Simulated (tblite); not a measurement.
Give a GFN2-xTB geometry of `P[SiH](P)C[CH]C#C` [radical]. (Doublet state.)

```xyz
16
C4H9P2Si angstrom
C      3.372   -0.865   -0.548
C      2.522   -0.416    0.196
C      1.571    0.054    1.054
C      0.304   -0.648    1.294
Si    -1.008    0.099    0.080
P     -3.043   -0.681    0.679
P     -0.921    2.317    0.461
H      4.111   -1.237   -1.191
H      1.709    1.026    1.503
H     -0.047   -0.490    2.314
H      0.399   -1.718    1.113
H     -0.607   -0.280   -1.290
H     -3.637   -0.378   -0.533
H     -2.770   -1.979    0.285
H      0.017    2.565   -0.524
H     -1.979    2.641   -0.371
```

Orientation and origin are arbitrary. Atoms count from 1 in this order. C3 (carbon bonded to 2 C and H) is planar (angles 122.7°, 118.8° and 118.2°, sum 359.7°, 0.04 Å off the plane of its three neighbours). The 3 C–C bonds span 1.216 Å (C1≡C2, drawn triple) to 1.468 Å (C3–C4, drawn single), a spread of 0.252 Å. Of the pairs four or more bonds apart, P7···H9 is among the closest relative to their van der Waals radii: 3.11 Å, 104 % of the sum of Bondi's values. P6 (phosphorus bonded to Si and 2 H) is pyramidal (angles 94.5°, 94.1° and 92.4°, sum 281.0°, 0.84 Å off the plane of its three neighbours).

Bonds between heavy atoms (Å): C1≡C2 1.216, C2–C3 1.364, C3–C4 1.468, C4–Si5 1.938, Si5–P6 2.260, Si5–P7 2.252.

Computed geometry: GFN2-xTB, gas phase. This method treats the open shell by occupation alone, without spin polarisation.

Point group: C1 (no symmetry element, even within 0.4 Å). Its GFN2-xTB frequencies are all real (lowest 24 cm⁻¹). Torsions: C2–C3–C4–Si5 -94°, C3–C4–Si5–P6 -170°, C4–Si5–P6–H -162° and -69°, C4–Si5–P7–H 92° and -175°. 3 starts were optimised and ended at 0.00, 0.24 and 2.10 kcal/mol (GFN2-xTB); the lowest of these is shown.

One conformer stands for the species.
